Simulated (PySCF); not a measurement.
Delta-SCF ions had no search for a lower state. Excitations are Tamm–Dancoff values on a coarser integration grid. The basis has no diffuse functions, so Rydberg states are missing or too high.

**C$_{8}$H$_{7}$FSSi, SMILES `[SiH3]c1cc(c2ccsc2c1)F` (charge 0, multiplicity 1)**

The numbers are results of PBE-D3(BJ)/def2-TZVP // PBE-D3(BJ)/def2-SVP run with PySCF 2.14.0, not measurements.

| Quantity | Value |
|---|---|
| HOMO | -5.59 eV |
| dipole moment | 1.23 D |
| HOMO–LUMO gap | 3.46 eV |
| LUMO | -2.13 eV |
| S1 excitation (TDA) | 4.11 eV |
| S1 oscillator strength | 0.091 |
| brightest of the four lowest singlets (TDA) | 4.11 eV |
| T1 excitation (TDA) | 3.11 eV |
| S1–T1 gap (TDA) | 1.00 eV |
| vertical ionisation energy (Delta-SCF) | 7.94 eV |
| total energy | -1095.9811 Ha |
| cost | roughly 24 core-minutes |

Bonded distances (Å): F1–C2 1.347, C2–C3 1.390, C2–C11 1.413, C3–C4 1.424, C3–H12 1.101, C4–Si5 1.887, C4–C6 1.407, Si5–H13 1.506, Si5–H14 1.504, Si5–H15 1.506, C6–C7 1.407, C6–H16 1.100, C7–S8 1.753, C7–C11 1.427, S8–C9 1.745, C9–C10 1.374, C9–H17 1.097, C10–C11 1.437, C10–H18 1.097. Angles (°): F1–C2–C3 120.1, F1–C2–C11 118.4, C3–C2–C11 121.4, C2–C3–C4 120.5, C2–C3–H12 118.0, C4–C3–H12 121.5, C3–C4–Si5 120.0, C3–C4–C6 119.6, Si5–C4–C6 120.4, C4–Si5–H13 110.9, C4–Si5–H14 108.9, C4–Si5–H15 110.8, H13–Si5–H14 109.2, H13–Si5–H15 107.6, H14–Si5–H15 109.4, C4–C6–C7 119.0, C4–C6–H16 120.7, C7–C6–H16 120.2, C6–C7–S8 127.4, C6–C7–C11 122.2, S8–C7–C11 110.4, C7–S8–C9 91.4, S8–C9–C10 113.4, S8–C9–H17 119.0, C10–C9–H17 127.6, C9–C10–C11 112.0, C9–C10–H18 124.1, C11–C10–H18 123.9, C2–C11–C7 117.2, C2–C11–C10 130.0, C7–C11–C10 112.8.
